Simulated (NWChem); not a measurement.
SiOF3, doublet; SMILES [O][Si](F)(F)F

The radical's symmetric form is orbitally degenerate, so geometry and low modes hang on which distorted state is reached.

Task: Give the equilibrium geometry at PBE-D3(BJ)/def2-SVP, spin-unrestricted (NWChem) as a list of bonds and angles, with the point group.

Result: point group Cs; any orientation.
Bonds (Å): O1–Si2 1.674, Si2–F3 1.608, Si2–F4 1.610, Si2–F5 1.608. Angles (°): O1–Si2–F3 112.5, O1–Si2–F4 104.6, O1–Si2–F5 112.4, F3–Si2–F4 110.1, F3–Si2–F5 107.0, F4–Si2–F5 110.2.
